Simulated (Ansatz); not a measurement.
Program: Ansatz. Geometries: PBE0-D4/def2-TZVP. ΔE: electronic, gas phase. CCSD(T)/CBS is the MP2 limit (def2-TZVPP, def2-QZVPP) plus CCSD(T) − MP2 in def2-TZVPP, frozen cores. This one scheme is used for every species. DFT in def2-TZVPP. For Br outer-core shells are correlated without core-valence functions, which leaves a few kJ/mol of doubt a bond. Scalar relativity is left out up to krypton. One conformer a species, not always the lowest.

Consider the redistribution: `F[SiH2]C(Cl)Br` + `N[SiH3]` → `[SiH3]C(Cl)Br` + `N[SiH2]F`.

```json
{"level": "ωB97X-V", "ΔE (eV)": "-0.25"}
{"level": "PBE0", "ΔE (eV)": "-0.25"}
{"level": "SCS-MP2/def2-TZVPP", "ΔE (eV)": "-0.25"}
{"level": "SCS-MP2/def2-QZVPP", "ΔE (eV)": "-0.25"}
```

**Question.** What does CCSD(T)/CBS give? (Estimate.)

**Answer.** The calculation gave: -0.26 eV. The listed levels differ from it by 0.01, 0.01, 0.01, 0.01 eV.

Largest T1 diagnostic among the species: 0.011.
